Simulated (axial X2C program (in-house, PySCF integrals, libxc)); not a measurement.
**Working with the constants of CaH**

A bond curve at the PBE0 level, two-component, was computed with an in-house all-electron X2C program for linear molecules (integrals from PySCF) (basis Ca dyall-cv3z [11s12p6d4f], H dyall-v3z [6s2p1d] (cores contracted in-house)) for the state Ω = 1/2 (⟨Sz⟩ = 0.50, ⟨Lz⟩ = 0.00 at PBE0). Its fit gives Re = 1.9857 Å, ωe = 1305.5 cm⁻¹, ωexe = 18.3 cm⁻¹ and αe = 9.560e-02 cm⁻¹; the masses are 39.9626 and 1.0078 u. Two-component means X2C with spin–orbit coupling and atomic mean-field Coulomb and Gaunt terms.

Find the reduced mass, Be and the force constant.

From the PBE0 values: μ = 0.9830 u. Be = 16.8576/(μ Re²) = 4.349 cm⁻¹. k = 5.8918×10⁻⁷ μ ωe² = 0.987 mdyn/Å.

Estimate the centrifugal constant by the Kratzer relation.

D = 4Be³/ωe² = 1.93e-04 cm⁻¹.

Where do the fundamental and the first overtone lie?

ν(1←0) = ωe − 2ωexe = 1268.9 cm⁻¹; ν(2←0) = 2ωe − 6ωexe = 2501.2 cm⁻¹.

The dipole moment p changes by 2.85 D/Å at Re. What harmonic infrared intensity follows?

I = 42.256 × (dp/dR)²/μ = 350 km/mol.

Estimate De from a Morse curve and compare with the computed well depth of 1.910 eV to Ca + H.

De(Morse) = ωe²/(4ωexe) = 2.887 eV against 1.910 eV computed, a ratio of 1.51. The extrapolation overshoots: the well softens faster than a Morse curve, or the lowest atomic limit lies below the one to which the curve heads.

Occupations by symmetry block were frozen at the best pattern of an incomplete PBE0 search. De is counted from the lowest determinant-based energies of the atoms at the same level, without counterpoise correction. Density functionals use the spin component along the axis (collinear).
